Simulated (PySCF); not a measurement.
Work out the structure from these simulated measurements.

Formula: C4H6BN.

* Couplings: largest of the computed one-bond spin–spin couplings (means over like bonds): 13C–1H +177.6, 13C–1H +170.8, 13C–1H +159.9, 13C–1H +156.3, 11B–1H +142.9, 15N–1H -85.1, 13C–11B +74.5, 13C–13C +74.0 Hz [B3LYP/pcJ-1, spin–dipole term left out for some pairs]
* UV, strongest line: among the 10 lowest singlet transitions: S7 at 7.25 eV (171 nm, f = 0.496) [TDDFT CAM-B3LYP/def2-SVPD]
* Rotational structure: rotational constants A, B, C: 5.676, 5.362, 2.757 GHz [PBE0-D3(BJ)/def2-SVP]
* Dipole: 2.09 D [CAM-B3LYP/def2-SVPD]
* UV, first state: lowest singlet excitation: 5.12 eV (242 nm, f = 0.170) [TDDFT CAM-B3LYP/def2-SVPD]
* 13C NMR: chemical shifts (computed TMS as zero) by class: 150.7 (1 C), 139.1 (1 C), 139.0 (1 C), 117.0 (1 C) ppm [GIAO PBE0/pcSseg-1]
* NMR, other nuclei: isotropic shieldings of nuclei other than C and H, by class: 72 (1 B), 80 (1 N) ppm [GIAO PBE0/pcSseg-1]
* Triplet: lowest triplet excitation (Tamm–Dancoff): 3.40 eV [TDA CAM-B3LYP/def2-SVPD]

Electronic properties: PySCF, gas phase, density fitting. Levels stand in brackets. Geometry: PBE0-D3(BJ)/def2-SVP; no solvent, vibrations or thermal averaging. NMR classes are plain means over equivalent atoms (diastereotopic ones count apart unless rotation or inversion swaps them), as if these changed places fast.

**Question.** Give a SMILES that accounts for the data.

**Answer.** Numbering: `[BH:1]1[CH:2]=[CH:3][CH:4]=[CH:5][NH:6]1`. 4 carbons fall into 4 classes; from least to most shielded: unsaturated ring CH carbon [C3] (150.7 ppm), unsaturated ring CH carbon [C2] (139.1 ppm), unsaturated ring CH carbon [C5] (139.0 ppm), unsaturated ring CH carbon [C4] (117.0 ppm). The other shieldings belong to: 72 ppm, ring boron [B1]; 80 ppm, ring nitrogen [N6]. The couplings run between: +177.6 Hz, unsaturated ring CH carbon [C5] and its hydrogen; +170.8 Hz, unsaturated ring CH carbon [C4] and its hydrogen; +159.9 Hz, unsaturated ring CH carbon [C3] and its hydrogen; +156.3 Hz, unsaturated ring CH carbon [C2] and its hydrogen; +142.9 Hz, ring boron [B1] and its hydrogen; -85.1 Hz, ring nitrogen [N6] and its hydrogen; +74.5 Hz, unsaturated ring CH carbon [C2] and ring boron [B1]; +74.0 Hz, unsaturated ring CH carbon [C4] and unsaturated ring CH carbon [C5]. The optimised geometry has point group Cs and is an asymmetric top. Structure: 1,2-dihydro-1,2-azaborine, `B1C=CC=CN1`. Computed isomers that give other values at the same levels: `[BH3-][N+]#CCC#C` (rotational constant A: 12.057 GHz; this holds for the one conformer computed). The assignments are read from this structure; whether some other isomer fits the data as well wasn't checked.
